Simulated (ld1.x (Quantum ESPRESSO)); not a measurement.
## Logarithmic derivatives: selenium (Se), TM

- Element: Se (Z = 34)
- Generator: ld1.x (Quantum ESPRESSO) 7.5
- Type: norm-conserving Troullier–Martins (Kleinman–Bylander form)
- Functional: PBEsol
- Relativity: scalar-relativistic
- Frozen core: [Ar] 3d10
- Valence charge: 6
- Reference configuration: 4s2 4p4
- Partial waves: 4s (bound): rc 1.60 bohr; 4p (bound): rc 1.35 bohr; 4d channel at 0.05 Ry: rc 1.25 bohr
- Local potential: the d channel
- Core correction: a·sin(br)/r model core, default radius (core density twice the valence density)

The phase is arctan(r·u′/u) with u = r·R(r), unwrapped; energies in Ry, scanned from -3 to 5 Ry. A pole is an energy at which the radial function vanishes at the test radius. The pseudo phase is shifted by a multiple of π to meet the all-electron one at the reference energy, and phase errors are pseudo minus all-electron; the curves can meet again beyond the range given. Levels narrower than the energy grid can be missing from the lists of poles.

Problem. For each channel, where are the poles, and over which energies does the pseudopotential scatter like the atom?

Solution.

```csv
channel,radius (bohr),reference energy (Ry),"poles, all-electron","poles, pseudo",unbroken range about the reference energy with phases within 0.05 rad,phase error 1 Ry above the reference energy (rad)
s,1.74,-1.27,2.75,"0.98, 3.25",below 0.7,-0.009
p,1.74,-0.48,4.62,4.25,the whole range,-0.006
d,1.74,0.05,none,0.64,-2.6 to 0.4,-2.957
```

Note: ghost states, extra bound levels that the all-electron valence spectrum of the same l lacks: s at -1347.8 eV, p at -756.0 eV. A true bound ghost makes a file unfit for plane-wave use.

Phases in the s channel:

| E (Ry) | all-electron | pseudo |
| --- | --- | --- |
| -3.00 | 0.897 | 0.892 |
| -2.76 | 0.811 | 0.805 |
| -2.52 | 0.698 | 0.692 |
| -2.28 | 0.549 | 0.543 |
| -2.04 | 0.351 | 0.346 |
| -1.80 | 0.102 | 0.099 |
| -1.56 | -0.181 | -0.183 |
| -1.32 | -0.460 | -0.460 |
| -1.08 | -0.698 | -0.698 |
| -0.84 | -0.883 | -0.885 |
| -0.60 | -1.024 | -1.028 |
| -0.36 | -1.130 | -1.137 |
| -0.12 | -1.212 | -1.223 |
| 0.12 | -1.277 | -1.293 |
| 0.36 | -1.329 | -1.353 |
| 0.60 | -1.371 | -1.411 |
| 0.84 | -1.407 | -1.484 |
| 1.08 | -1.437 | -1.753 |
| 1.32 | -1.464 | -4.416 |
| 1.56 | -1.486 | -4.546 |
| 1.80 | -1.507 | -4.593 |
| 2.04 | -1.525 | -4.624 |
| 2.28 | -1.542 | -4.647 |
| 2.52 | -1.557 | -4.666 |
| 2.76 | -1.571 | -4.683 |
| 3.00 | -1.585 | -4.698 |
| 3.24 | -1.597 | -4.712 |
| 3.48 | -1.609 | -4.725 |
| 3.72 | -1.621 | -4.737 |
| 3.96 | -1.632 | -4.748 |
| 4.20 | -1.643 | -4.759 |
| 4.44 | -1.653 | -4.769 |
| 4.68 | -1.664 | -4.779 |
| 4.92 | -1.674 | -4.789 |
